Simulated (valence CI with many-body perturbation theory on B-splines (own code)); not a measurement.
# Valence orbitals of Re⁵⁴⁺

Method: valence CI with perturbative core correlation (CI+MBPT): three valence electrons over a frozen Dirac-Fock core [Ar], radial functions for each j: 9 s, 9 p, 10 d, 8 f, 5 g, 3 h, 1 i, with the one-electron correlation potential Σ1, the two-electron term Σ2, the three-electron term Σ3, Breit, model QED; selected CI, second order for the rest (own B-spline code, finite nucleus).

No measured spectrum was set against this ion. As an estimate, large intervals hold to a few tenths of a per cent, small ones and those within an open d or f shell to about a per cent. The list stops below the first excitations out of the core. Only levels of the ground parity were solved; by the run's estimate the other parity begins above the list, which can be wrong where configurations are misplaced.

These are the spectroscopic orbitals of the CI (the correlating ones are not listed), shaped by the core and the other valence electrons. h is the expectation value of the core's Dirac-Fock operator, without the valence repulsion; Σ1 is computed up to l = 3 at one energy for each symmetry, that of its lowest orbital but kept below the first core excitation, so for empty shells it is not the orbital's own correlation shift; Breit and QED include the response of the core.

```
Orbital  h (hartree)  Σ1 (cm⁻¹)  Breit (cm⁻¹)  QED (cm⁻¹)  ⟨r⟩ (bohr)
  4s1/2      -122.26      -8584         17654       13710      0.3582
  5s1/2      -75.205      -3308          8457        6722      0.5813
  6s1/2      -50.921      -1664          4625        3758      0.8597
  4p1/2      -119.06     -11475         28306         641      0.3512
  5p1/2      -73.616      -4132         13835         331      0.5774
  6p1/2      -50.022      -2033          7643         190      0.8589
  4p3/2      -113.91     -10536         16300        1823      0.3684
  5p3/2      -71.101      -3983          8056         918      0.5987
  6p3/2      -48.608      -1994          4921         522      0.8845
  3d3/2      -203.21     -22316         34563       -2344      0.1619
  4d3/2      -109.53     -11340         13323        -678      0.3462
  5d3/2      -68.987      -4336          6492        -306      0.5825
  3d5/2      -200.11     -20041         18568        -612      0.1656
  4d5/2      -108.35     -10658          7111       -55.4      0.3508
  5d5/2      -68.397      -4020          3426         0.9      0.5882
  4f5/2      -104.45     -29539          2180        -527      0.3098
  5f5/2      -66.594     -11301           942        -245      0.5518
  4f7/2      -104.01     -22913           157        -251      0.3120
  5f7/2      -66.358      -8811           150        -105      0.5544
  5g7/2      -65.308                      208       -78.5      0.4938
  5g9/2      -65.193                    -43.1        -7.6      0.4952
```

Among the shells of the start configuration 3d3, Σ1 is largest in size for 3d3/2, where it is 0.050 % of h.

Lowest root of each symmetry, sizes in configuration state functions:

```json
{"J": "1/2", "Parity": "even", "Roots": "2", "Reference": "43", "Variational": "3435", "Second order": "781", "Change by selected CI (cm⁻¹)": "-6543", "Change by second order (cm⁻¹)": "-1"}
{"J": "3/2", "Parity": "even", "Roots": "5", "Reference": "71", "Variational": "6406", "Second order": "5119", "Change by selected CI (cm⁻¹)": "-6519", "Change by second order (cm⁻¹)": "-1"}
{"J": "5/2", "Parity": "even", "Roots": "5", "Reference": "79", "Variational": "7805", "Second order": "10549", "Change by selected CI (cm⁻¹)": "-4719", "Change by second order (cm⁻¹)": "-1"}
{"J": "7/2", "Parity": "even", "Roots": "3", "Reference": "66", "Variational": "7661", "Second order": "2014", "Change by selected CI (cm⁻¹)": "-5828", "Change by second order (cm⁻¹)": "-1"}
{"J": "9/2", "Parity": "even", "Roots": "3", "Reference": "49", "Variational": "6843", "Second order": "1816", "Change by selected CI (cm⁻¹)": "-5857", "Change by second order (cm⁻¹)": "-1"}
{"J": "11/2", "Parity": "even", "Roots": "1", "Reference": "25", "Variational": "4721", "Second order": "2147", "Change by selected CI (cm⁻¹)": "-6092", "Change by second order (cm⁻¹)": "-2"}
```
